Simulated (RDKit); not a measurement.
RDKit input (UFF):

```python
from rdkit import Chem
from rdkit.Chem import AllChem, rdDetermineBonds

mol = Chem.MolFromXYZFile('mol.xyz')
rdDetermineBonds.DetermineBonds(mol, charge=0)
print('SMILES', Chem.MolToSmiles(Chem.RemoveHs(mol)))
ff = AllChem.UFFGetMoleculeForceField(mol)
e0 = ff.CalcEnergy()
flag = ff.Minimize(maxIts=5000, forceTol=1e-5)
print(f'energy {e0:.4f} -> {ff.CalcEnergy():.4f} kcal/mol, converged: {flag == 0}')
print(Chem.MolToXYZBlock(mol))
```
mol.xyz:
```
13

C     -2.29442300    -0.25118900    -0.06811700
C     -0.88478300     0.32187400    -0.17788400
C      0.18262400    -0.67248600     0.25615400
C      1.59628300    -0.16680500     0.17106300
O      1.91635800     0.93122600    -0.20432100
H     -2.41174300    -1.13901100    -0.69443700
H     -3.04163400     0.47833700    -0.38406600
H     -2.52644200    -0.53997000     0.96000800
H     -0.79692300     1.22553700     0.42908500
H     -0.68363700     0.63387400    -1.20498400
H      0.02375900    -1.00434300     1.29108200
H      0.13676500    -1.59454400    -0.33894900
H      2.37078000    -0.89805100     0.48952700
```

Output:

```
SMILES CCCC=O
energy 7.5222 -> 4.3204 kcal/mol, converged: True
13

C     -2.278697   -0.240688   -0.070920
C     -0.864081    0.321700   -0.176412
C      0.178376   -0.713246    0.270663
C      1.591515   -0.202073    0.183600
O      1.843503    0.927431   -0.207849
H     -2.387667   -1.135512   -0.720154
H     -3.009701    0.527704   -0.399864
H     -2.505629   -0.519862    0.980105
H     -0.790263    1.228502    0.463039
H     -0.672666    0.614763   -1.231926
H     -0.020735   -1.008553    1.323325
H      0.096468   -1.620302   -0.366119
H      2.406562   -0.855414    0.476672
```

The geometry given is a B3LYP-D3(BJ)/def2-TZVP minimum.
